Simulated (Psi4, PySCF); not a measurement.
Cl$_{2}$OV (SMILES [O]=[V+]([Cl])[Cl]), charge +1, singlet, geometry from GFN2-xTB (such geometries of metal compounds can be far from the true shape) (the multiplicity is a formal guess), atoms displaced at random by about 0.03 Å a coordinate. Base run: HF/STO-3G, gradient (PySCF).

Here is a job for PySCF.
```python
from pyscf import gto, scf

mol = gto.M(
    atom='''
V     0.46449651    0.30383918    0.02487356
O     1.52522250   -0.72529899   -0.36449056
Cl   -0.54038325   -0.53681621    1.57625571
Cl   -0.87977092    0.47256086   -1.41702479
''',
    basis='sto-3g',
    charge=1,
    verbose=4,
)

mf = scf.RHF(mol)
mf.kernel()
g = mf.nuc_grad_method()
grad = g.kernel()
```

Programs used: Psi4, PySCF; a row that names a program was run with it.

The coordinate followed is z of atom 1.

Variants of this job, named by their change:

```csv
change,dE/dx (Eh/bohr),net force (Eh/bohr)
base,0.005810,0.000000
conv_tol = 1e-6,0.005810,0.000000
finite difference step (bohr) = 0.05; conv_tol = 1e-11,0.005830,-
finite difference step (bohr) = 1e-3; conv_tol = 1e-11,0.005810,-
density fitting = on; auxbasis_response = off,0.005735,0.000407
conv_tol = 1e-11,0.005810,0.000000
density fitting = on,0.005800,0.000000
finite difference step (bohr) = 0.2; conv_tol = 1e-11,0.006124,-
finite difference step (bohr) = 1e-5; conv_tol = 1e-11,0.005810,-
code = psi4,0.005800,0.000000
finite difference step (bohr) = 0.01; conv_tol = 1e-11,0.005811,-
finite difference step (bohr) = 1e-4; conv_tol = 1e-11,0.005810,-
```

The net force is zero for an exact gradient.
